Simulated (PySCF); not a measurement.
(1E)-1-chloro-1-fluorobuta-1,3-diene (C4H4ClF), SMILES Cl/C(F)=C/C=C.

The structure is a stationary point at PBE-D3(BJ)/def2-SVP. Other conformers were not sampled.

The numbers are results of PBE-D3(BJ)/def2-SVP run with PySCF, not measurements.

Frequencies are harmonic and unscaled.

Computed harmonic wavenumbers and intensities:
```
mode  ν (cm⁻¹)  IR (km/mol)  moving atoms (share of kinetic energy)
----  --------  -----------  --------------------------------------
1          138          0.0                          C 71 %, H 21 %
2          155          1.5         C 42 %, F 26 %, Cl 16 %, H 15 %
3          195          0.3                          H 48 %, C 40 %
4          343          2.7                 C 43 %, F 34 %, Cl 16 %
5          402          2.5                  C 52 %, H 27 %, F 14 %
6          455          2.9                 Cl 49 %, F 27 %, C 20 %
7          523          0.7                          C 82 %, H 10 %
8          659         10.0                          H 68 %, C 31 %
9          819         59.9                  C 57 %, F 22 %, H 16 %
10         836          1.1                          H 72 %, C 27 %
11         879         41.6                          H 68 %, C 32 %
12         939         25.1                          H 56 %, C 42 %
13         996         17.8                          H 90 %, C 10 %
14        1053         95.9                  C 48 %, H 30 %, F 20 %
15        1177         14.4                          C 53 %, H 47 %
16        1247         34.3                          H 70 %, C 28 %
17        1288         36.8                          H 54 %, C 41 %
18        1390         21.2                          H 74 %, C 25 %
19        1625         19.0                          C 89 %, H 10 %
20        1670        162.1                                  C 94 %
21        3078          3.5                                  H 95 %
22        3101          3.2                           H 92 %, C 8 %
23        3138          3.0                           H 92 %, C 8 %
24        3182          5.5                          H 89 %, C 11 %
```
